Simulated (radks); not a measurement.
Q: These are the eigenvalues of the occupied orbitals of an atom or ion with whole-number occupations (eV). All-electron calculation, scalar-relativistic Kohn-Sham, LDA (Slater exchange, Perdew-Wang correlation), spin-polarised, spherical densities, finite nucleus; Fermi nuclear charge, rms radius of each element as measured or else 0.836 A^(1/3) + 0.57 fm. Program: a radial shooting solver on a logarithmic mesh with Libxc functionals.

| orbital | eigenvalue |
|---|---|
| 1s up | -46768.41 |
| 1s down | -46768.14 |
| 2s up | -7764.307 |
| 2s down | -7764.107 |
| 2p up | -6945.073 |
| 2p down | -6944.858 |
| 3s up | -1816.892 |
| 3s down | -1815.710 |
| 3p up | -1560.712 |
| 3p down | -1559.530 |
| 3d up | -1212.538 |
| 3d down | -1211.574 |
| 4s up | -473.7744 |
| 4s down | -471.2471 |
| 4p up | -388.3688 |
| 4p down | -385.8308 |
| 4d up | -268.1932 |
| 4d down | -265.5947 |
| 5s up | -157.7983 |
| 4f up | -136.4065 |
| 5p up | -131.7706 |
| 5p down | -128.9461 |

Which element is it, and in what charge state? The configuration may be excited. Open shells, if any, are filled with parallel spins first.

A: Z = 62, samarium, charge +8: Sm8+ in [Kr] 4d10 4f2 5s1 5p5. The list shows which subshells hold electrons but not how many an open one holds; the 1s level, -1718.7 hartree, gives Z - s = 58.6 by -(Z - s)^2/2, which with screening and relativity narrows Z to a few neighbours, and the depths of the outer levels then fix element, charge and occupations together.
